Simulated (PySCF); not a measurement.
**Nuclear quadrupole coupling in `CCO[Si](C)(OCC)OCC`**

Species: C7H18O3Si.
Cartesian coordinates in Å at the PBE0-D3(BJ)/def2-SVP level; atoms count from 1:
```xyz
29
C7H18O3Si angstrom
C     -2.4117   -2.6492    1.0699
C     -2.2669   -1.4382    0.1780
O     -0.9669   -1.3995   -0.3591
Si    -0.1499   -0.0682   -0.8925
C     -0.5275    0.3917   -2.6460
O     -0.5636    1.1394    0.1731
C     -0.0761    2.4574    0.1227
C     -0.3530    3.1504    1.4362
O      1.4650   -0.4018   -0.8132
C      2.1021   -0.9095    0.3396
C      3.5882   -1.0045    0.0897
H     -1.7004   -2.5963    1.9079
H     -3.4308   -2.7124    1.4808
H     -2.2052   -3.5708    0.5051
H     -3.0079   -1.4854   -0.6432
H     -2.4723   -0.5142    0.7475
H      0.0622    1.2658   -2.9620
H     -0.2861   -0.4420   -3.3219
H     -1.5941    0.6366   -2.7635
H      1.0113    2.4612   -0.0851
H     -0.5605    3.0111   -0.7049
H      0.0030    4.1916    1.4140
H     -1.4331    3.1548    1.6462
H      0.1509    2.6256    2.2618
H      1.9004   -0.2530    1.2073
H      1.6860   -1.9024    0.5880
H      3.7917   -1.6652   -0.7662
H      4.1077   -1.4069    0.9725
H      4.0067   -0.0129   -0.1396
```

Field gradients from the PBE0/pcSseg-1 density (PySCF, non-relativistic), principal values in atomic units, ordered |Vxx| ≤ |Vyy| ≤ |Vzz|:

| atom | Vxx | Vyy | Vzz |
| --- | --- | --- | --- |
| O3 | -0.4996 | -1.2022 | 1.7018 |
| O6 | -0.4934 | -1.1967 | 1.6901 |
| O9 | -0.4939 | -1.1651 | 1.6589 |

Find the asymmetry η = (Vxx − Vyy)/Vzz and the couplings χ = eQV/h (234.96 MHz × Q in barn × V in au), with Q(17O) = −0.0256 b.

```
atom         environment  nucleus     η  χzz (MHz)  χxx (MHz)  χyy (MHz)
  O3  silyl ether oxygen      17O  0.41     -10.24       3.00       7.23
  O6  silyl ether oxygen      17O  0.42     -10.17       2.97       7.20
  O9  silyl ether oxygen      17O  0.40      -9.98       2.97       7.01
```

What is Vzz at O9 in SI units (1 au = 9.71736 × 10²¹ V/m²)?

1.6589 au = 16.121 × 10²¹ V/m².

And the gradient at the other heavy atoms, for which no coupling is worked out here?

| atom | environment | Vzz (au) | η |
| --- | --- | --- | --- |
| C1 | methyl carbon | 0.038 | 0.67 |
| C2 | sp3 carbon bound to oxygen | 0.415 | 0.13 |
| Si4 | oxygen-bound silicon | -0.443 | 0.19 |
| C5 | Si-methyl carbon | -0.097 | 0.14 |
| C7 | sp3 carbon bound to oxygen | 0.392 | 0.08 |
| C8 | methyl carbon | 0.041 | 0.58 |
| C10 | sp3 carbon bound to oxygen | 0.410 | 0.12 |
| C11 | methyl carbon | 0.038 | 0.65 |

Were the hydrogens deuterons (Q(2H) = 0.00286 b), χzz would run from 180 kHz (H20 and H16) to 201 kHz (H18, H19 and H17).

Isolated species at its PBE0-D3(BJ)/def2-SVP geometry (one conformer only). A larger basis could move these couplings by a tenth or more.
